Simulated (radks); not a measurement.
The numbers below are computed, except where a source is named.
The nuclear charge of the cobalt ion Co2+ is varied continuously with 25 electrons held in [Ar] 3d7. Code: a radial shooting solver on a logarithmic mesh with Libxc functionals. Model: Dirac Kohn-Sham, PBE, spin-unpolarised, spherical densities, point nucleus; open shells fill j = l - 1/2 first. By the Hellmann-Feynman theorem dE/dZ = E(electron-nucleus)/Z, the electronic potential at the nucleus.

| Z | E (hartree) | E(electron-nucleus)/Z (hartree) | HOMO | e(HOMO) (eV) | <r> HOMO (bohr) |
|---|---|---|---|---|---|
| 26.5 | -1331.48720 | -120.003 | 3d5/2 | -18.581 | 1.110 |
| 27 | -1392.23894 | -123.003 | 3d5/2 | -26.957 | 1.024 |
| 27.5 | -1454.48866 | -125.995 | 3d5/2 | -36.429 | 0.9554 |
| 28 | -1518.23380 | -128.985 | 3d5/2 | -46.919 | 0.8982 |

The central difference of E at Z = 27 is -123.001 hartree, to compare with the third column; the second derivative is -5.99 hartree.
